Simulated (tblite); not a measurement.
FGa (SMILES [F][Ga]), singlet, at a GFN2-xTB geometry (such geometries of metal compounds can be far from the true shape); GFN1-xTB (tblite 0.6.0).

tblite was given this input:
```
$ tblite run mol.xyz --method gfn1 --charge 0 --spin 0 --json tblite.json --no-restart

# file mol.xyz
2

Ga    -0.00000000    -0.00000000    -0.40479707
F      0.00000000     0.00000000     1.39430103
```

It wrote (shortened):

```
xTB calculator
 | screened Coulomb repulsion
 | Coulomb electrostatics
 |  * isotropic Klopman-Ohno-Mataga-Nishimoto electrostatics
 |  * onsite third-order electrostatics
 | DFT-D3(BJ) dispersion correction

halogen bonding energy    0.0000000000000E+00 Eh
repulsion energy          2.6158602102248E-03 Eh
dispersion energy        -1.5720396920331E-04 Eh
number of electrons       1.0000000000000E+01 e
integral cutoff           4.0000000000000E+01 bohr

------------------------------------------------------------
  cycle        total energy    energy error   density error
------------------------------------------------------------
      1     -6.447306466696  -6.4497651E+00   5.1731511E-01
      2     -6.500880044897  -5.3573578E-02   2.1535246E-01
      3     -6.504945631749  -4.0655869E-03   5.6535741E-02
      4     -6.502604141162   2.3414906E-03   9.4031447E-02
      5     -6.506789946410  -4.1858052E-03   3.7743288E-03
      6     -6.506791615227  -1.6688169E-06   3.2233934E-03
      7     -6.506796902748  -5.2875215E-06   2.3117628E-04
      8     -6.506796929201  -2.6452463E-08   1.9010757E-05
------------------------------------------------------------

electronic energy        -6.5092555854418E+00 Eh
total energy             -6.5067969292008E+00 Eh

Post processing:
 | Mayer-Wiberg bond orders

[Info] JSON dump of results written to 'tblite.json'
```
